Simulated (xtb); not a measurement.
xtb input (GFN1-xTB):

```bash
xtb mol.xyz --gfn 1 --sp --chrg 0 --uhf 0
```
mol.xyz:
```
6

O      1.56199035    -0.57889312     0.20386997
Al    -0.00169334     0.01851669    -0.00244273
O     -1.42850623    -0.88075879    -0.01131233
F     -0.15000537     1.64031215    -0.21639038
H      1.79454088    -1.49736424     0.33758674
H     -1.49035213    -1.82894677     0.10122103
```

Output:

```
           -------------------------------------------------
          |                Calculation Setup                |
           -------------------------------------------------

           -------------------------------------------------
          |                 G F N 1 - x T B                 |
           -------------------------------------------------

        Reference                      10.1021/acs.jctc.7b00118
      * Hamiltonian:
        H0-scaling (s, p, d)           1.850000    2.250000    2.000000
        zeta-weighting                 0.000000
      * Dispersion:
        s8                             2.400000
        a1                             0.630000
        a2                             5.000000
        s9                             0.000000
      * Repulsion:
        kExp                           1.500000
        rExp                           1.000000
      * Coulomb:
        alpha                          2.000000
        third order                    atomic
        anisotropic                    false
      * Halogen bond correction:
        rad-scale                      1.300000
        damping                        0.440000

          ...................................................
          :                      SETUP                      :
          :.................................................:
          :  # basis functions                  26          :
          :  # atomic orbitals                  25          :
          :  # shells                           13          :
          :  # electrons                        24          :
          :  # halogen bonds                     0          :
          :  max. iterations                   250          :
          :  Hamiltonian                  GFN1-xTB          :
          :  restarted?                      false          :
          :  GBSA solvation                  false          :
          :  PC potential                    false          :
          :  electronic temp.          300.0000000     K    :
          :  accuracy                    1.0000000          :
          :  -> integral cutoff          0.2500000E+02      :
          :  -> integral neglect         0.1000000E-07      :
          :  -> SCF convergence          0.1000000E-05 Eh   :
          :  -> wf. convergence          0.2000000E-04 e    :
          :  Broyden damping             0.4000000          :
          :  net charge                          0          :
          :  unpaired electrons                  0          :
          ...................................................

 iter      E             dE          RMSdq      gap      omega  full diag
   1    -17.1387732 -0.171388E+02  0.664E+00    6.14       0.0  T
   2    -17.1420423 -0.326913E-02  0.380E+00    5.79       1.0  T
   3    -17.1405573  0.148501E-02  0.675E-01    6.05       1.0  T
   4    -17.1426859 -0.212857E-02  0.801E-02    5.86       1.0  T
   5    -17.1427000 -0.141803E-04  0.601E-03    5.86       6.8  T
   6    -17.1427005 -0.417106E-06  0.116E-04    5.86     352.4  T
   7    -17.1427005 -0.754241E-11  0.650E-05    5.86     628.2  T

   *** convergence criteria satisfied after 7 iterations ***

         #    Occupation            Energy/Eh            Energy/eV
      -------------------------------------------------------------
         1        2.0000           -0.8075583             -21.9748
       ...           ...                  ...                  ...
         6        2.0000           -0.5564345             -15.1414
         7        2.0000           -0.5377676             -14.6334
         8        2.0000           -0.5201446             -14.1539
         9        2.0000           -0.5109609             -13.9040
        10        2.0000           -0.5080564             -13.8249
        11        2.0000           -0.5054237             -13.7533
        12        2.0000           -0.5018817             -13.6569 (HOMO)
        13                         -0.2864050              -7.7935 (LUMO)
        14                         -0.1365549              -3.7158
        15                         -0.1259223              -3.4265
        16                         -0.0395611              -1.0765
        17                         -0.0172053              -0.4682
       ...                                ...                  ...
        25                          1.1140222              30.3141
      -------------------------------------------------------------
                  HL-Gap            0.2154767 Eh            5.8634 eV
             Fermi-level           -0.3941434 Eh          -10.7252 eV

 SCC (total)                   0 d,  0 h,  0 min,  0.009 sec
 SCC setup                      ...        0 min,  0.000 sec (  0.791%)
 Dispersion                     ...        0 min,  0.000 sec (  0.339%)
 classical contributions        ...        0 min,  0.000 sec (  0.145%)
 integral evaluation            ...        0 min,  0.001 sec ( 15.021%)
 iterations                     ...        0 min,  0.005 sec ( 58.312%)
 molecular gradient             ...        0 min,  0.002 sec ( 24.309%)
 printout                       ...        0 min,  0.000 sec (  0.999%)

         :::::::::::::::::::::::::::::::::::::::::::::::::::::
         ::                     SUMMARY                     ::
         :::::::::::::::::::::::::::::::::::::::::::::::::::::
         :: total energy             -17.074411757293 Eh    ::
         :: gradient norm              0.012965233041 Eh/a0 ::
         :: HOMO-LUMO gap              5.863419507525 eV    ::
         ::.................................................::
         :: SCC energy               -17.142700465576 Eh    ::
         :: -> electrostatic           0.111642004060 Eh    ::
         :: repulsion energy           0.069335766074 Eh    ::
         :: dispersion energy         -0.001047057791 Eh    ::
         :: halogen bond corr.         0.000000000000 Eh    ::
         :: add. restraining           0.000000000000 Eh    ::
         :: total charge              -0.000000000000 e     ::
         :::::::::::::::::::::::::::::::::::::::::::::::::::::

           -------------------------------------------------
          |                Property Printout                |
           -------------------------------------------------

    * Orbital Energies and Occupations

         #    Occupation            Energy/Eh            Energy/eV
      -------------------------------------------------------------
         1        2.0000           -0.8075583             -21.9748
         2        2.0000           -0.7753185             -21.0975
         3        2.0000           -0.7561837             -20.5768
         4        2.0000           -0.6090201             -16.5723
         5        2.0000           -0.6085429             -16.5593
         6        2.0000           -0.5564345             -15.1414
         7        2.0000           -0.5377676             -14.6334
         8        2.0000           -0.5201446             -14.1539
         9        2.0000           -0.5109609             -13.9040
        10        2.0000           -0.5080564             -13.8249
        11        2.0000           -0.5054237             -13.7533
        12        2.0000           -0.5018817             -13.6569 (HOMO)
        13                         -0.2864050              -7.7935 (LUMO)
        14                         -0.1365549              -3.7158
        15                         -0.1259223              -3.4265
        16                         -0.0395611              -1.0765
        17                         -0.0172053              -0.4682
        18                         -0.0070861              -0.1928
        19                          0.0392692               1.0686
Note: The following floating-point exceptions are signalling: IEEE_DENORMAL
normal termination of xtb
        20                          0.0881769               2.3994
        21                          0.0930940               2.5332
        22                          0.3606973               9.8151
        23                          0.4248227              11.5600
       ...                                ...                  ...
        25                          1.1140222              30.3141
      -------------------------------------------------------------
                  HL-Gap            0.2154767 Eh            5.8634 eV
             Fermi-level           -0.3941434 Eh          -10.7252 eV

  Mulliken/CM5 charges         n(s)   n(p)   n(d)
     1O    -0.58167 -0.76319   1.651  4.931  0.000
     2Al    0.75162  0.73951   0.684  1.019  0.545
     3O    -0.58167 -0.76319   1.651  4.931  0.000
     4F    -0.31035 -0.29401   1.774  5.537  0.000
     5H     0.36104  0.54044   0.639  0.000  0.000
     6H     0.36104  0.54044   0.639  0.000  0.000

Wiberg/Mayer (AO) data.
largest (>0.10) Wiberg bond orders for each atom

 ---------------------------------------------------------------------------
     #   Z sym  total        # sym  WBO       # sym  WBO       # sym  WBO
 ---------------------------------------------------------------------------
     1   8 O    2.133 --     2 Al   1.209     5 H    0.834
     2  13 Al   3.597 --     3 O    1.209     1 O    1.209     4 F    1.122
     3   8 O    2.133 --     2 Al   1.209     6 H    0.834
     4   9 F    1.201 --     2 Al   1.122
     5   1 H    0.872 --     1 O    0.834
     6   1 H    0.872 --     3 O    0.834
 ---------------------------------------------------------------------------

Topologies differ in total number of bonds
Writing topology from bond orders to xtbtopo.mol

 dipole moment from electron density (au)
     X       Y       Z
   0.1903  -2.0807   0.2745  total (Debye):    5.356

           -------------------------------------------------
          | TOTAL ENERGY              -17.074411757293 Eh   |
          | GRADIENT NORM               0.012965233041 Eh/α |
          | HOMO-LUMO GAP               5.863419507525 eV   |
           -------------------------------------------------

------------------------------------------------------------------------
------------------------------------------------------------------------
 total:
 SCF:
```
